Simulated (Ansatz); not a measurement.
System: InBr, charge 0, multiplicity 1. 
Geometry from a B3LYP-D3(BJ)/def2-TZVP (Ansatz, a program for electronic structure) optimisation:
```xyz
2

In     0.0000     0.0000    -1.0815
Br     0.0000     0.0000     1.5141
```

Parts of the frozen-core correlation energy in def2-SVP (Ansatz, hartree). Frozen orbitals: 23; correlated occupied orbitals by spin: 5 and 5; virtual: 30 and 30. Spin-orbit coupling is left out. Past Kr the def2 sets carry scalar-relativistic core potentials.

```csv
term,value
reference (HF),-2761.40055
MP2 opposite-spin,?
MP2 same-spin,?
CCSD correlation,-0.17517
(T),?
CCSDT minus CCSD(T),-0.00047
T1 diagnostic,0.013
largest doubles amplitude,0.068
```

Some entries are withheld; supply them.


- MP2 opposite-spin, value: -0.11705
- MP2 same-spin, value: -0.03818
- (T), value: -0.00424
